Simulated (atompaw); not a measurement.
**Pseudopotential generation for Os: PAW (atompaw), LDA (PW92), scalar-relativistic.**

osmium (Os), PAW, made with atompaw 4.2.0.5 (LDA (PW92), scalar-relativistic). Core [Kr] 4d10 4f14, reference 5s2 5p6 5d6 6s1 6p0 (charge +1). Waves: 5s (bound): rc 1.20 bohr; 6s (bound): rc 2.25 bohr; 5p (bound): rc 1.70 bohr; 6p (bound, empty): rc 2.25 bohr; 5d (bound): rc 2.25 bohr; 5d channel at -0.55 Ry: rc 2.25 bohr. Local part: bessel scheme, radius 2.05 bohr. Core correction: smooth core density matched at 2.00 bohr. Augmentation charge: sinc compensation charge, radius 1.95 bohr; PAW radius 2.25 bohr; waves and projectors: custom rrkj gramschmidtortho.

Poles of the logarithmic derivatives, all-electron (AE) and pseudo (PS). s: poles at -7.3, 3.1 (AE) and -7.3, 2.7 (PS) Ry. p: poles at -4.2 (AE) and -4.2 (PS) Ry. d: poles at -0.1 (AE) and -0.1 (PS) Ry. Test radius 2.26 bohr.

- Cutoffs needed: 35 Ry and 70 Ry (the cutoffs (Ry, on a coarse ladder) from which the occupation-weighted sum of valence levels, in a spherical-Bessel basis at the reference potential, stays within 10 and 1 mRy of its value at 400 Ry)
- Ghost test: no extra level below or beside the all-electron valence levels (s, p, d, f tested) (spherical-Bessel basis up to 400 Ry, 20 bohr box)
- Lowest eigenvalue of the overlap operator: 0.40 (s channel)
- Overlap eigenvalues printed by atompaw (projector basis): 0.151, 0.253, 0.549, 4.16, 10.3, 140
- Share of each valence orbital outside the PAW sphere: 5s 0 %, 6s 69 %, 5p 2 %, 6p 89 %, 5d 21 %
